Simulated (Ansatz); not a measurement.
Compare A (`C[C]1(N)[AlH][SiH2]1`) with its isomer B (`N=[CH][AlH][CH2][SiH3]`).

Computed with Ansatz on PBE0-D4/def2-TZVP structures; ΔE is electronic, products minus reactants. CBS: MP2 limit from def2 TZ/QZ plus the TZ coupled-cluster correction, frozen cores. Functionals use def2-TZVPP. B3LYP here is the variant with VWN-RPA as its local correlation; programs differ in this. Each species was taken in one conformer, which may not be the lowest.

Question: Which isomer does CCSD(T)/CBS put lower? Give the gap. (An estimate is asked.)

Answer: Ansatz gave: B, by 28.9 kcal/mol.

Question: Give E(B) − E(A) in kcal/mol with r2SCAN-D4, PBE-D4, B2PLYP, B3LYP, B3LYP-D4, ωB97M-V, CCSD/def2-TZVPP. (An estimate is asked.)

Answer: Ansatz gave: r2SCAN-D4 -24.4, PBE-D4 -20.1, B2PLYP -31.6, B3LYP -32.5, B3LYP-D4 -30.4, ωB97M-V -29.1, CCSD/def2-TZVPP -31.9. None reverses the order clearly.

Largest T1 diagnostic: 0.014.

From PBE to PBE0 (25 % exact exchange), in def2-TZVPP and without D4, E(B) − E(A) moves by −1.0 kcal/mol. The D4 term adds +2.0 kcal/mol with B3LYP and +1.0 kcal/mol with PBE0; it sums over pairs of atoms, weighted by their polarisabilities, and B3LYP, whose exchange is more repulsive, gets the larger term.
